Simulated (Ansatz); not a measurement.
A run of Ansatz (development build ahead of 0.2.0) on triplet Be2O at this shape:

```xyz
3

O     0.0000    0.0000    0.0000
Be    0.0000    1.8623    1.4290
Be    0.0000   -1.8623    1.4290
```

Its results:

- Converged: yes
- Total energy: -104.36774 hartree
- Spin squared of the determinant: 2.135
- Stability test: minimum

Which input gives this output? Name the method, the orbitals and the basis set, and write the input.

PBE0 (unrestricted) in pcseg-2.

```yaml
crystal:
  periodic: [false, false, false]
  atoms:
    - { symbol: O, position_ang: [0.0, 0.0, 0.0] }
    - { symbol: Be, position_ang: [0.0, 1.8623, 1.429] }
    - { symbol: Be, position_ang: [0.0, -1.8623, 1.429] }
basis:
  gaussian: { orbitals: pcseg-2 }
magnetization:
  spin_polarized: true
  initial_magnetization: 2
hamiltonian:
  xc: pbe0
```

Caution: the unrestricted determinant is spin contaminated; other spin multiplicities may lie lower.
